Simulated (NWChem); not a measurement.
System: C2H3BF2O; SMILES C=C(F)B(O)F

```xyz
9

C     -1.2770    -1.4361     0.0000
C     -0.1342    -0.7517     0.0000
F      1.0481    -1.4107     0.0000
B      0.0358     0.8088     0.0000
O      1.2521     1.3768     0.0000
F     -1.0378     1.5865     0.0000
H     -1.2939    -2.5290     0.0000
H     -2.2211    -0.8893     0.0000
H      1.9483     0.7085     0.0000
```
Atoms are numbered in this order, from 1.

Level: PBE0/def2-SVP (NWChem), optimised geometry, unscaled harmonic frequencies. 

**Question.** List the harmonic frequencies with IR intensities, and the thermochemistry.

**Answer.** 
```tsv
frequency (cm⁻¹)	IR intensity (km/mol)
84	3.6
171	9.4
335	6.6
339	2.8
447	5.4
514	6.3
614	59.7
706	80.5
733	4.7
769	3.8
928	47.9
945	56.0
1009	137.8
1208	152.0
1363	21.3
1422	350.9
1499	299.1
1743	24.7
3187	1.3
3301	0.5
3887	117.6
```

```
Property                                                                           Result
-----------------------------------------------------------------------  ----------------
zero-point energy                                                           36.0 kcal/mol
thermal correction to the enthalpy at 298.15 K (with zero-point energy)     40.4 kcal/mol
heat capacity Cv                                                         20.7 cal/(mol K)
entropy at 298.15 K and 1 atm (symmetry number 1)                        77.9 cal/(mol K)
dipole moment                                                                      1.52 D
```

Rigid rotor and harmonic oscillator; modes under 100 cm⁻¹ make the entropy uncertain.
